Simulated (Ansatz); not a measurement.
Born–Oppenheimer molecular dynamics of CH2SiTe (5 atoms, charge 0, multiplicity 1). It starts from a relaxed structure.

Level of theory: UHF/def2-SVP (Ansatz 0.2.0).

```
ensemble        : NVT, Langevin thermostat
time step       : 2.5 fs
steps asked     : 40
set temperature : 2000 K
friction        : 0.05 /fs
seed            : 589308
```

First frame:

```xyz
5
Properties=species:S:1:pos:R:3
C -1.640 -0.205 -0.148
Si -0.024 -0.829 0.007
Te 1.858 0.472 1.026
H -2.654 -0.416 -0.459
H 2.460 0.978 -0.425
```

Task: How far do the bonds stretch over the last three quarters of this one trajectory? (Pairs bonded in most of those frames.)

Result: 
```
   bond  mean (Å)  spread (Å)  shortest  longest
 C1–Si2     1.745       0.087      1.60     1.89
  C1–H4     1.096       0.055      1.01     1.20
Si2–Te3     2.704       0.061      2.55     2.80
 Te3–H5     1.667       0.109      1.51     1.89
```

Mean temperature of the second half: 1763 K. The mean temperature of the second half is 12 % below the set value. A step of 2.5 fs is long for free X–H stretches (periods near 10 fs) and can bias their spread and the temperature. A run of 0.1 ps of so small a system gives no equilibrium averages.

Time of the run: 76 s on 1 thread of Arm Neoverse V2, with other jobs on the host, peak memory 0.16 GiB.
